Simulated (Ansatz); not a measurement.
HFSi, triplet, geometry from GFN2-xTB (the spin is typed, not shown lowest); MP2/def2-SVPD (Ansatz, an electronic-structure program).

Here is a job for Ansatz.
Ansatz 0.2 input:
```yaml
crystal:
  periodic: [false, false, false]
  atoms:
    - {symbol: Si, position_ang: [-0.27501764, -0.36212192, 0.39020993]}
    - {symbol: H, position_ang: [-0.98090129, -1.29162124, -0.45498644]}
    - {symbol: F, position_ang: [0.53679425, 0.70681423, -0.55643917]}
basis:
  gaussian:
    orbitals: def2-SVPD
magnetization: {spin_polarized: true, initial_magnetization: 2}
correlation: {method: mp2}
```

The log (banner, timings and long lists left out):

```
Functional definition: HF
530 factors; integrals over basis functions are off by at most 1.1e-3 eV
mean field evaluation 1: about -10576.6275 eV, gradient 1.7e1 eV
mean field evaluation 2: about -10576.6285 eV, gradient 1.7e1 eV
mean field evaluation 4: about -10578.2665 eV, gradient 2.5e0 eV
mean field evaluation 8: about -10578.3988 eV, gradient 1.5e-1 eV
mean field -10578.39934868 eV, -388.7490057675 hartree, gradient 2.5e-6 eV, S^2 2.004084; 0 other end points of the search recorded, 0 dependent functions left out
6 core orbitals not correlated
reference -10578.39934868 eV, -388.7490057675 hartree; 7, 5 occupied and 42, 44 virtual orbitals, 530 factors
second order -7.15380197 eV of doubles, -0.00000000 eV of singles
Total energy: -10585.55315065 eV, -389.0119031408 hartree
```
